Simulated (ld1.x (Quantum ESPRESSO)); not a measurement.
**Which change was made? (Sm, RRKJ)**

ld1.x (Quantum ESPRESSO) 7.5 input, shortened:

```
&input
   title='Sm', zed=62., rel=2, dft='WC', iswitch=3,
   config='[Xe] 4f5 5d1 6s0 6p0', rel_dist='average'
 /
 &inputp
   pseudotype=2, tm=.false., rho0=0.005, lloc=0,
   nlcc=.false.
 /
3
5P  2  1   6.00   0.00  2.40  2.40  0.0
5D  3  2   1.00   0.00  2.10  2.10  0.0
5S  1  0   2.00   0.00  1.65  1.65  0.0
 &test
   configts(1)='5s2 5p6 5d1 6s0 6p0'
 /
```

Open shells are filled in proportion to 2j + 1 (rel_dist='average').

Cutoffs, loose and tight: the cutoffs (Ry, on a coarse ladder) from which the occupation-weighted sum of valence levels, in a spherical-Bessel basis at the reference potential, stays within 10 and 1 mRy of its value at 400 Ry. They do not see the model core or the augmentation charge, which bear on the density cutoff. Test errors are all-electron minus pseudo excitation energies from the reference, over the configurations 5s2 5p6 5d1 6s2 6p0; 5s2 5p6 5d1 6s1 6p0; 5s2 5p6 5d0 6s0 6p0; 5s2 5p5 5d1 6s2 6p0; 5s2 5p6 5d1 6s0 6p1; 5s2 5p6 5d0 6s2 6p0; 5s2 5p6 5d0 6s2 6p1; variants that change the core or the reference have their own tests. The largest error is taken over the tests solved by every variant that gives reliable tests at all, those not shown here included: 5s2 5p6 5d0 6s0 6p0; 5s2 5p6 5d1 6s0 6p1; 5s2 5p6 5d1 6s1 6p0; 5s2 5p6 5d1 6s2 6p0.

The base gives: outcome: generated; cutoff, loose: 50 Ry; cutoff, tight: 90 Ry; bound ghosts: p1/2; largest test error (meV): +262.

**Question.** After one change the result is: outcome: generated; cutoff, loose: 50 Ry; cutoff, tight: 90 Ry; bound ghosts: p1/2; largest test error (meV): -298. Which change was it?
A. wave 5s (bound): rc 1.65 bohr becomes 5s (bound): rc 1.20 bohr
B. reference 5s2 5p6 5d1.5 6s1.5 6p0
C. scalar-relativistic

**Answer.** B. The others give: scalar-relativistic → outcome: generated; cutoff, loose: 50 Ry; cutoff, tight: 90 Ry; bound ghosts: none; largest test error (meV): +268 | wave 5s (bound): rc 1.65 bohr becomes 5s (bound): rc 1.20 bohr → outcome: generated; cutoff, loose: 90 Ry; cutoff, tight: 180 Ry; bound ghosts: p1/2; largest test error (meV): +167.
